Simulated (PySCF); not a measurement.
CH7ClOSi2, SMILES [SiH2](C)[Si@H](Cl)O. Atoms are numbered in the order given.

```xyz
12

C      1.6228     0.3011    -2.4307
Si     0.4204    -0.7079    -1.3897
Si     0.1840     0.2601     0.7063
O     -0.1839     1.8605     0.4337
Cl    -1.3743    -0.6872     1.7072
H      1.6941    -0.0946    -3.4558
H      1.2821     1.3470    -2.4830
H      2.6311     0.2910    -1.9876
H      0.8959    -2.1138    -1.2154
H     -0.9348    -0.7442    -2.0151
H      1.3617     0.1436     1.6141
H     -0.2939     2.4320     1.2017
```
Charge 0, spin multiplicity 1.

The structure is a stationary point at ωB97X-D3(BJ)/def2-SVP. The structure was generated by enumeration; whether it is a known compound was not checked. The values are those of a single conformer.

Two levels are set side by side: PBE/pcSseg-1 (PySCF) and KT2/pcSseg-1 (PySCF). GIAO shifts against H2O (¹⁷O), HCl (³⁵Cl), TMS (²⁹Si), TMS (¹H), TMS (¹³C) at the same level; non-relativistic, no solvent, atoms listed together averaged. Without spin–orbit terms, shifts of atoms bonded to Cl or Br come out too high at both levels. Differences are taken from unrounded values.

```
quantity                KT2    PBE  PBE minus KT2
--------------------  -----  -----  -------------
δ(¹³C) of C1 (ppm)     -8.7   -9.1           -0.3
δ(²⁹Si) of Si2 (ppm)  -69.7  -71.1           -1.5
δ(²⁹Si) of Si3 (ppm)   16.2   15.5           -0.7
δ(¹⁷O) of O4 (ppm)     67.4   70.3            2.9
δ(³⁵Cl) of Cl5 (ppm)   92.7   90.9           -1.8
δ(¹H) of H11 (ppm)     6.43   6.49           0.06
δ(¹H) of H12 (ppm)     2.22   2.20          -0.02
```

Rough cost on one machine, each run with all the roots and properties that it gave: KT2 against PBE within a factor of 2.
